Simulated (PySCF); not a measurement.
## A survey of ¹⁷O NMR shifts

PySCF 2.14 calculation with geometry from GFN2-xTB and GIAO PBE0/pcSseg-1 shieldings; in vacuum, non-relativistic Hamiltonian, equivalent nuclei averaged, single conformer.

Shieldings were converted by a linear fit to measured shifts: ¹⁷O (scatter 10.7 ppm rms, 12.2 ppm with the 3 outliers that the fit left out vs liquid water, solution or neat liquid). Occasional misses reach two or three times the rms, and more in compound classes unlike the fitted ones.

Problem. Give the ¹⁷O shifts of `O=C(O)COC(=S)O[SiH3]`, `CC(C)[C@@](C)(F)S(=O)(=O)Cl`, `O=[P@H]1CC=C(F)C1`, `COCF`.

Solution. 
```json
{"compound": "[O:1]=[C:2]([OH:3])[CH2:4][O:5][C:6](=[S:7])[O:8][SiH3:9]", "environment": "O1: carbonyl oxygen", "δ (ppm)": "361.0"}
{"compound": "[O:1]=[C:2]([OH:3])[CH2:4][O:5][C:6](=[S:7])[O:8][SiH3:9]", "environment": "O5: ether oxygen", "δ (ppm)": "165.4"}
{"compound": "[O:1]=[C:2]([OH:3])[CH2:4][O:5][C:6](=[S:7])[O:8][SiH3:9]", "environment": "O3: acid hydroxyl oxygen", "δ (ppm)": "143.1"}
{"compound": "[O:1]=[C:2]([OH:3])[CH2:4][O:5][C:6](=[S:7])[O:8][SiH3:9]", "environment": "O8: oxygen bonded to C, Si", "δ (ppm)": "129.4"}
{"compound": "[CH3:1][CH:2]([CH3:3])[C@@:4]([CH3:5])([F:6])[S:7](=[O:8])(=[O:9])[Cl:10]", "environment": "O8: S=O oxygen", "δ (ppm)": "240.7"}
{"compound": "[CH3:1][CH:2]([CH3:3])[C@@:4]([CH3:5])([F:6])[S:7](=[O:8])(=[O:9])[Cl:10]", "environment": "O9: S=O oxygen", "δ (ppm)": "213.0"}
{"compound": "O=[P@H]1CC=C(F)C1", "environment": "P=O oxygen", "δ (ppm)": "61.3"}
{"compound": "COCF", "environment": "ether oxygen", "δ (ppm)": "23.8"}
```

Problem. Order these by ¹⁷O shift, lowest first.
A. C#Cc1cpcc(OC)n1
B. CO[C@H](C)CCF
C. C[C@@H]1C[C@H](F)[C@H](C)[P@H]1=O

Solution. B (-4.0 ppm, ether oxygen), C (38.8 ppm, P=O oxygen), A (90.0 ppm, ether oxygen).

In solution the two oxygens of a carboxylic acid give one averaged line by proton exchange, and hydrogen bonding shields acid and N–H amide carbonyl oxygens by tens of ppm; neither is in these numbers.
